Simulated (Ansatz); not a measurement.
Ansatz (a program for electronic structure) input for O₂Se, SMILES O=[Se]=O (connectivity only; charge and spin as stated), charge +1, multiplicity 2, CAM-B3LYP/def2-TZVPD. Geometry optimised at r2SCAN-D4/def2-TZVP. The multiplicity is an assumed one; other spin states were not compared.

Ansatz 0.2 input:
```yaml
crystal:
  periodic: [false, false, false]
  atoms:
    - {symbol: O, position_ang: [0.00000000, -1.41577033, 0.51854532]}
    - {symbol: Se, position_ang: [0.00000000, -0.00000000, -0.24402133]}
    - {symbol: O, position_ang: [0.00000000, 1.41577034, 0.51854532]}
basis:
  gaussian:
    orbitals: def2-TZVPD
hamiltonian:
  xc: {name: CAM-B3LYP}
total_charge: 1
magnetization: {spin_polarized: true, initial_magnetization: 1}
```

Program output:

```
WARN ansatz: RAYON_NUM_THREADS=1 ignored (pool sized by the plan → 1); use --threads N
Functional definition: CAM-B3LYP
integrals: 0.06 GiB planned
812 factors; their error is unknown
integrals: 0.10 GiB planned
194 factors; integrals over basis functions are off by at most 3.4e-5 eV
mean field: 0.82 GiB planned
mean field evaluation 1: about -69411.5871 eV, gradient 7.9e1 eV
mean field evaluation 2: about -69352.9196 eV, gradient 1.4e2 eV
mean field evaluation 4: about -69433.3585 eV, gradient 4.5e0 eV
mean field evaluation 8: about -69433.4355 eV, gradient 1.8e-1 eV
mean field evaluation 16: about -69433.6584 eV, gradient 1.7e-3 eV
mean field evaluation 32: about -69433.5438 eV, gradient 9.2e-1 eV
mean field -69433.65835962 eV, -2551.6398808921 hartree, gradient 5.3e-6 eV, S^2 0.770976; 3 other end points of the search recorded, 0 dependent functions left out
reference -69433.65846148 eV, -2551.6398846354 hartree; 25, 24 occupied and 112, 113 virtual orbitals, 812 factors
Total energy: -69433.65846148 eV, -2551.6398846354 hartree
```

The calculation finished and met its thresholds.

Cost: about 17 core-seconds (a rough figure).
